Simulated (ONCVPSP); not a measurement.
## O, ONCV: configuration errors across variants

ONCVPSP 4.0.1 input, shortened (lines: element, Z, core and valence counts, functional; n l f; lmax; l rc ep ncon nbas qcut; lloc lpopt rc5 dvloc0; l nproj debl; icmod fcfact rcfact), PBE, scalar-relativistic:

```
  O 8.00    1    2        4      upf
    1    0    2.00
    2    0    1.50
    2    1    4.50
    2
    0    0.95    0.00    4    7    6.50
    1    1.05    0.00    4    8    7.10
    2    1.05    0.19    4    8    9.90
    4    5    0.95    3.00
    0    2    3.60
    1    2    2.50
    2    2    1.40
    0    0.00    0.00
```

All-electron excitation energies from the reference (eV): (1) 2s2 2p4 -7.470; (2) 2s2 2p3 8.960; (3) 2s2 2p2 42.546; (4) 2s2 2p0 173.319.

2 further variants failed, have other tests or another functional or relativity, and are left out.

A true bound ghost makes a file unfit for plane-wave use even where its test errors are small: the radial tests pick states by their node count and pass the ghost by.

Errors AE − PS in meV (a dash: test not solved or not reliable):

| change | (1) | (2) | (3) | (4) | bound ghosts | GHOST(+) flags above zero |
| --- | --- | --- | --- | --- | --- | --- |
| base | +6.6 | +41 | +186 | +1796 | none | s |
| d: rc 1.4 | +6.6 | +41 | +186 | +1796 | none | s |
| s: qcut 5.8 | +9.0 | +45 | +196 | +2005 | none | s |
| d: rc 0.74; local potential polynomial inside 0.74 bohr (lpopt 5, dvloc0 3 Ha) | +6.5 | +41 | +186 | +1793 | none | d |
| d: nproj 1 | +6.6 | +41 | +186 | +1796 | none | s |
| s: qcut 5.3 | +8.1 | +46 | +201 | +1853 | s | s |

(1) Give the same row for: local potential polynomial inside 0.95 bohr (lpopt 5, dvloc0 -0.5 Ha).

## Answers

(1) +6.5, +41, +186, +1793; bound ghosts: none; GHOST(+) flags above zero: none.
